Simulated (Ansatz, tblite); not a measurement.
Removing and adding an electron: TcO3(OH) (TcO4H). The state is a singlet with charge 0. Geometry: PBE0-D4/def2-SVP. Ansatz, gas phase; energy differences of separate SCF runs; the oxidised species was run as a doublet alone; the reduced species was run as a doublet alone.

```xyz
6

Tc    0.332   -0.068   -0.292
O     0.017    1.088   -1.445
O     1.949   -0.085    0.082
O    -0.151   -1.549   -0.874
O    -0.590    0.322    1.257
H    -1.557    0.293    1.272
```

In the def2 sets Tc takes a core potential; there is no spin–orbit coupling. The xTB rows come from tblite. HOMO above LUMO, or a gap near zero within one spin, warns that the state may not be the lowest or that an electron is smeared out.

```csv
level,−HOMO (eV),vertical IE (eV),−LUMO (eV),vertical EA (eV),HOMO–LUMO gap (eV),IE − EA (eV),remarks
GFN1-xTB,16.24,20.08,12.79,8.83,3.44,11.25,–
r2SCAN-D4/def2-TZVPD,8.60,–,4.31,1.10,4.29,–,"HOMO above zero (-1 doublet), restricted SCF unstable in HF (singlet)"
PBE0-D4/def2-TZVP,9.86,11.93,3.62,–,6.23,–,"restricted SCF unstable in HF (singlet), spin-contaminated (⟨S²⟩ 0.84) (+1 doublet)"
PBE0-D4/def2-TZVPD,9.87,–,3.64,1.51,6.23,–,"HOMO above zero (-1 doublet), restricted SCF unstable in HF (singlet)"
```

Task: Estimate the rows for GFN2-xTB, PBE-D4/def2-TZVP, PBE-D4/def2-TZVPD, r2SCAN-D4/def2-TZVP.

Result: 
```csv
level,−HOMO (eV),vertical IE (eV),−LUMO (eV),vertical EA (eV),HOMO–LUMO gap (eV),IE − EA (eV),remarks
GFN2-xTB,13.77,17.36,10.20,6.55,3.56,10.81,–
PBE-D4/def2-TZVP,8.18,11.66,4.23,–,3.96,–,gap within one spin near zero (+1 doublet)
PBE-D4/def2-TZVPD,8.22,–,4.27,0.99,3.95,–,"HOMO above zero (-1 doublet), restricted SCF unstable in HF (singlet)"
r2SCAN-D4/def2-TZVP,8.59,11.82,4.30,–,4.29,–,restricted SCF unstable in HF (singlet)
```

   A HOMO above zero means that the electron is unbound at that level or that self-interaction error raises the level; the energy of removing that electron tells which. Raw xTB energy differences between charge states are shifted by several eV; the methods need an empirical correction for them.
